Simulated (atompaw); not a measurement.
# iron PAW (atompaw): all-electron and pseudo phase curves

| Property | Result |
| --- | --- |
| Element | iron (Fe) |
| Generator | atompaw 4.2.0.5 |
| Type | PAW |
| Functional | PBE |
| Relativity | scalar-relativistic |
| Frozen core | [Ar] |
| Valence charge | 8 |
| Reference configuration | 3d7 4s1 4p0 |
| Partial waves | 4s (bound): rc 2.90 bohr; 4s channel at 0.3 Ry: rc 2.90 bohr; 4p (bound, empty): rc 3.00 bohr; 4p channel at 1.6 Ry: rc 3.00 bohr; 3d (bound): rc 1.10 bohr; 3d channel at 0.35 Ry: rc 1.10 bohr |
| Local potential | ultrasoft scheme with l = 3 at 0 Ry, radius 3.00 bohr |
| Core correction | smooth core density matched at 1.75 bohr |
| Augmentation charge | besselshape compensation charge, radius 2.60 bohr; PAW radius 3.00 bohr; waves and projectors: custom polynom gramschmidtortho |

The phase is arctan(r·u′/u) with u = r·R(r), unwrapped; energies in Ry, scanned from -2 to 5 Ry. A pole is an energy at which the radial function vanishes at the test radius. The pseudo phase is shifted by a multiple of π to meet the all-electron one at the reference energy, and phase errors are pseudo minus all-electron; the curves can meet again beyond the range given. Levels narrower than the energy grid can be missing from the lists of poles.

Question: For each channel, where are the poles, and over which energies does the pseudopotential scatter like the atom?

Answer:

| channel | radius (bohr) | reference energy (Ry) | poles, all-electron | poles, pseudo | unbroken range about the reference energy with phases within 0.05 rad | phase error 1 Ry above the reference energy (rad) |
| --- | --- | --- | --- | --- | --- | --- |
| s | 3.02 | -0.31 | 0.77 | 0.77, 4.21 | below 2.4 | -0.000 |
| p | 3.02 | -0.06 | 1.58 | 1.58 | below 3.5 | -0.000 |
| d | 3.02 | -0.28 | -0.20, 3.06 | -0.20, 2.87 | below 3.4 | -0.001 |

Phases in the d channel:

```json
{"E (Ry)": "-2.00", "all-electron": "1.347", "pseudo": "1.347"}
{"E (Ry)": "-1.76", "all-electron": "1.334", "pseudo": "1.333"}
{"E (Ry)": "-1.52", "all-electron": "1.317", "pseudo": "1.317"}
{"E (Ry)": "-1.28", "all-electron": "1.295", "pseudo": "1.295"}
{"E (Ry)": "-1.04", "all-electron": "1.266", "pseudo": "1.265"}
{"E (Ry)": "-0.80", "all-electron": "1.218", "pseudo": "1.218"}
{"E (Ry)": "-0.56", "all-electron": "1.109", "pseudo": "1.109"}
{"E (Ry)": "-0.32", "all-electron": "-0.301", "pseudo": "-0.301"}
{"E (Ry)": "-0.08", "all-electron": "-1.752", "pseudo": "-1.752"}
{"E (Ry)": "0.16", "all-electron": "-1.893", "pseudo": "-1.893"}
{"E (Ry)": "0.40", "all-electron": "-2.004", "pseudo": "-2.004"}
{"E (Ry)": "0.64", "all-electron": "-2.155", "pseudo": "-2.155"}
{"E (Ry)": "0.88", "all-electron": "-2.421", "pseudo": "-2.424"}
{"E (Ry)": "1.12", "all-electron": "-2.953", "pseudo": "-2.968"}
{"E (Ry)": "1.36", "all-electron": "-3.681", "pseudo": "-3.710"}
{"E (Ry)": "1.60", "all-electron": "-4.141", "pseudo": "-4.167"}
{"E (Ry)": "1.84", "all-electron": "-4.368", "pseudo": "-4.390"}
{"E (Ry)": "2.08", "all-electron": "-4.494", "pseudo": "-4.515"}
{"E (Ry)": "2.32", "all-electron": "-4.574", "pseudo": "-4.595"}
{"E (Ry)": "2.56", "all-electron": "-4.630", "pseudo": "-4.653"}
{"E (Ry)": "2.80", "all-electron": "-4.673", "pseudo": "-4.700"}
{"E (Ry)": "3.04", "all-electron": "-4.709", "pseudo": "-4.742"}
{"E (Ry)": "3.28", "all-electron": "-4.742", "pseudo": "-4.782"}
{"E (Ry)": "3.52", "all-electron": "-4.772", "pseudo": "-4.824"}
{"E (Ry)": "3.76", "all-electron": "-4.803", "pseudo": "-4.875"}
{"E (Ry)": "4.00", "all-electron": "-4.837", "pseudo": "-4.944"}
{"E (Ry)": "4.24", "all-electron": "-4.876", "pseudo": "-5.052"}
{"E (Ry)": "4.48", "all-electron": "-4.927", "pseudo": "-5.260"}
{"E (Ry)": "4.72", "all-electron": "-5.000", "pseudo": "-5.788"}
{"E (Ry)": "4.96", "all-electron": "-5.117", "pseudo": "-6.772"}
```
